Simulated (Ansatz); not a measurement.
Other settings, tried on InCl₃.

```yaml
crystal:
  periodic: [false, false, false]
  atoms:
    - {symbol: In, position_ang: [0.000025, -0.000003, -0.000013]}
    - {symbol: Cl, position_ang: [2.319542, -0.027364, 0.012835]}
    - {symbol: Cl, position_ang: [-1.136020, 2.022419, -0.017220]}
    - {symbol: Cl, position_ang: [-1.183547, -1.995052, 0.004399]}
basis:
  gaussian: {orbitals: def2-mTZVPP}
hamiltonian: {xc: {name: r2SCAN0}, dispersion: d4}
scf: {omitted_lower_state_checks: [starts]}
output: {forces: true}
```

```sh
$ ansatz run in.yaml --threads 4 --pin off --events-out ev --progress --plain --max-ram 3916MiB
```

Shortened log:

```
Functional definition: r2SCAN0
1158 factors; integrals over basis functions are off by at most 2.3e-4 eV
mean field evaluation 1: about -42743.6251 eV, gradient 2.5e1 eV
mean field evaluation 2: about -42742.8106 eV, gradient 3.2e1 eV
mean field evaluation 4: about -42745.1993 eV, gradient 5.9e-1 eV
mean field evaluation 8: about -42745.2139 eV, gradient 1.5e-2 eV
mean field -42745.21389113 eV, -1570.8576367523 hartree, gradient 1.0e-5 eV, S^2 0.000000; 0 other end points of the search recorded, 0 dependent functions left out
reference -42745.21390228 eV, -1570.8576371623 hartree; 36, 36 occupied and 81, 81 virtual orbitals, 1158 factors
Total energy: -42745.25343733 eV, -1570.8590900484 hartree
Atom 0 at     0.000025    -0.000003    -0.000013 Å, force     0.000201     0.000008     0.000045 eV/Å
Atom 1 at     2.319542    -0.027364     0.012835 Å, force    -0.334164     0.003936    -0.001863 eV/Å
Atom 2 at    -1.136020     2.022419    -0.017220 Å, force     0.163549    -0.291942     0.002469 eV/Å
Atom 3 at    -1.183547    -1.995052     0.004399 Å, force     0.170414     0.287997    -0.000652 eV/Å
Dipole moment:     0.000039    -0.000005    -0.000016 e Å
Checks for a lower state left out: starts
```

It took 2.9 s on 4 threads of Arm Neoverse V1 on a shared host.

In the def2 sets In takes a core potential; there is no spin–orbit coupling.
